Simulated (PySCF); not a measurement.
Which level of theory gave which numbers?

Compound: CF3CH2CO2H, C3H3F3O2.
Atom-mapped SMILES: `[O:1]=[C:2]([OH:3])[CH2:4][C:5]([F:6])([F:7])[F:8]` (hydrogens: H9 on O3; H10, H11 on C4)

The closed-shell ground state was solved 3 times with PySCF (density fitting, gas phase), always with PBE0, in these basis sets: 6-311+G(2d,p), 6-31G* and STO-3G. One conformer (not necessarily the lowest) at the PBE0-D3(BJ)/def2-SVP geometry, without solvent, vibrations or thermal averaging.

```tsv
row	total energy (Eh)	HOMO (eV)	LUMO (eV)	dipole (D)
P	-565.5465	-8.31	0.01	1.58
Q	-557.7337	-4.69	3.38	1.11
R	-565.7473	-8.76	-0.59	1.75
```

Question: Which basis belongs to which row?

Answer: P = 6-31G*, Q = STO-3G, R = 6-311+G(2d,p). From the lowest total energy up: 6-311+G(2d,p) (234 functions) 0 eV; 6-31G* (118 functions) +5.46 eV; STO-3G (43 functions) +218.06 eV.

Shape of the structure used: `[O:1]=[C:2]([OH:3])[CH2:4][C:5]([F:6])([F:7])[F:8]`: O1–C2–C4–C5 122°, C2–C4–C5–F6 -170°, H–O3–C2–O1 -2°.
